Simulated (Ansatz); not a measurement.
Start from `[CH3][Zr]([F])([F])[F]` and change one element to get `[CH3][Ti]([F])([F])[F]`.

Ansatz, PBE0-D4/def2-TZVP geometries, multiplicity 1. 

Elements past krypton have def2 core potentials. Scalar relativity is left out up to krypton.

```
                                                                                  property  `[CH3][Zr]([F])([F])[F]`
                                                       HOMO–LUMO gap (PBE/def2-TZVPP) / eV                      4.88
                                            zero-point energy (PBE0-D4/def2-TZVP) / kJ/mol                     105.7
                                            size of the dipole moment (PBE/def2-TZVPP) / D                      1.02
                                          size of the dipole moment (B3LYP/def2-TZVPP) / D                      1.09
                                                       HOMO energy (B3LYP/def2-TZVPP) / eV                     -8.15
ideal-gas entropy at 298 K and 1 bar (rigid rotor, harmonic PBE0-D4/def2-TZVP) / J/(mol·K)                       362
```

**Question.** Give the same properties after the change, and the shifts. (Estimate.)

**Answer.** Ansatz gave: 
| property | `[CH3][Ti]([F])([F])[F]` | shift |
| --- | --- | --- |
| HOMO–LUMO gap (PBE/def2-TZVPP) / eV | 3.79 | -1.09 |
| zero-point energy (PBE0-D4/def2-TZVP) / kJ/mol | 109.8 | 4.1 |
| size of the dipole moment (PBE/def2-TZVPP) / D | 1.33 | 0.31 |
| size of the dipole moment (B3LYP/def2-TZVPP) / D | 1.57 | 0.48 |
| HOMO energy (B3LYP/def2-TZVPP) / eV | -8.67 | -0.52 |
| ideal-gas entropy at 298 K and 1 bar (rigid rotor, harmonic PBE0-D4/def2-TZVP) / J/(mol·K) | 343 | -19 |

With PBE0 the HOMO falls by 0.52 eV and the LUMO falls by 1.28 eV, so the gap narrows by about 0.76 eV. PBE moves the HOMO by -0.38 eV and ωB97M-V by -0.60 eV. Dipoles are sizes alone; their direction can turn.

B3LYP here is the variant with VWN-RPA as its local correlation; programs differ in this.
